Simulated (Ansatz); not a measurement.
Cost against result

The pair of Ag⁺ (SMILES [Ag+], atom 1) and BF$_{3}$ (SMILES FB(F)F, atoms 2–5), both closed shells, in one local arrangement (a lower one may exist), relaxed at PBE0-D4/def2-TZVP:

```
5
angstrom
Ag 0.1533 0.0117 -2.4243
F -0.1221 -0.0074 1.9302
B -0.0411 -0.0032 0.6506
F -0.0861 1.1089 -0.0801
F 0.0961 -1.1100 -0.0763
```

Interaction energies are counterpoise-corrected; the time is that of the whole pair.

Computed with Ansatz 0.2.0 (basis: as named in each row); correlated methods freeze the cores. Filled d shells of the heavier atoms are correlated. Core potentials replace the inner electrons of the atoms past krypton. B3LYP uses VWN-RPA correlation. Extrapolation: Hartree–Fock as exp(−7.88 √X), correlation as X^−2.97.

Times are rough, for one single point on 4 threads of a shared host (Arm Neoverse V2).

The estimate by CCSD(T) at an estimated basis limit (MP2 extrapolated from triple and quadruple zeta, plus CCSD(T) − MP2 in triple zeta) is -49.4 kJ/mol.

| method | basis | time (s) | interaction energy (kJ/mol) | method less estimate |
| --- | --- | --- | --- | --- |
| SPW92 | def2-SVP | under 1 | -84.5 | -35.0 |
| PBE-D4 | def2-SVP | under 1 | -64.7 | -15.3 |
| PBE0-D4 | def2-SVP | under 1 | -55.0 | -5.6 |
| PBE-D4 | def2-TZVPPD | 1 | -58.9 | -9.5 |
| revPBE-D4 | def2-TZVPPD | 1 | -53.7 | -4.3 |
| PBE0-D4 | def2-TZVPPD | 2 | -51.1 | -1.7 |
| HSE06-D4 | def2-TZVPPD | 2 | -50.9 | -1.4 |
| BLYP-D4 | def2-TZVPPD | 2 | -60.4 | -11.0 |
| B3LYP-D4 | def2-TZVPPD | 2 | -55.1 | -5.6 |
| r2SCAN-D4 | def2-TZVPPD | 3 | -63.3 | -13.9 |
| wB97M-V | def2-SVP | 3 | -54.8 | -5.4 |
| B2PLYP | def2-TZVPPD | 4 | -45.7 | 3.7 |
| CCSD(T) | def2-SVP | 4 | -40.3 | 9.1 |
| wB97X-V | def2-TZVPPD | 5 | -49.6 | -0.2 |
| B97M-V | def2-TZVPPD | 6 | -59.2 | -9.7 |
| wB97M-V | def2-TZVPPD | 6 | -50.2 | -0.7 |
| MP2 | def2-QZVPPD | 10 | -47.1 | 2.4 |
| CCSD(T) | def2-TZVPPD | 170 | -43.3 | 6.1 |

No T1 diagnostic of these runs exceeds 0.013.
